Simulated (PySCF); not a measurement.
C3H6N2Si, SMILES C1=NCN=C[SiH2]1.

Geometry: B3LYP-D3(BJ)/def2-SVP. The structure was generated by enumeration, and PubChem lists no compound with its InChIKey, so it may never have been made. Other conformers were not sampled.

All values below come from B3LYP-D3(BJ)/def2-SVP (PySCF).

Frequencies are harmonic and unscaled.

```
mode  ν (cm⁻¹)  IR (km/mol)  Raman (Å⁴/amu)  depolarisation  moving atoms (share of kinetic energy)
----  --------  -----------  --------------  --------------  --------------------------------------
1           66          2.0             1.1            0.75                  H 48 %, C 40 %, Si 9 %
2          329          0.0             0.0               –                  N 50 %, C 29 %, H 21 %
3          369         28.0             0.4            0.75                  H 53 %, N 30 %, C 17 %
4          418          2.4            11.3            0.48                 Si 46 %, C 33 %, N 14 %
5          434         19.0             1.3            0.75                 N 57 %, C 26 %, Si 12 %
6          563         18.2             0.2            0.75                         H 78 %, Si 14 %
7          639         15.6            10.5            0.75                  H 55 %, C 33 %, Si 9 %
8          642         15.2            16.8            0.14                 C 44 %, N 31 %, Si 19 %
9          653          0.0            23.7            0.75                                  H 91 %
10         799         46.2             1.9            0.15                  N 60 %, C 25 %, H 16 %
11         829         29.7             0.1            0.75                          H 58 %, C 32 %
12         861         70.0             3.0            0.75                 H 50 %, Si 26 %, C 23 %
13         911          0.0             2.8            0.75                          H 78 %, C 22 %
14         943         44.8             3.3            0.36                   C 80 %, H 11 %, N 8 %
15         959         87.6            22.0            0.68                                  H 94 %
16        1000         36.8             0.2            0.75                  C 57 %, H 22 %, N 21 %
17        1028         11.5             0.9            0.75                  H 53 %, C 35 %, N 12 %
18        1294          0.0             5.5            0.75                                  H 95 %
19        1335          0.6             6.2            0.75                          H 82 %, C 18 %
20        1363         37.4            12.9            0.75                   H 73 %, C 18 %, N 9 %
21        1368          0.8            29.5            0.38                           H 83 %, C 9 %
22        1389          9.8            34.3            0.47                                  H 90 %
23        1694          0.0             3.9            0.75                          N 50 %, C 47 %
24        1712         18.7            12.8            0.30                          C 49 %, N 48 %
25        2214        106.8           112.1            0.75                                  H 96 %
26        2217        102.8           239.5            0.10                                  H 98 %
27        3020         15.7           228.9            0.39                                  H 94 %
28        3031         87.4            37.7            0.75                                  H 92 %
29        3032          0.1           452.0            0.15                                  H 92 %
30        3046          4.0           155.2            0.75                           H 91 %, C 9 %
```
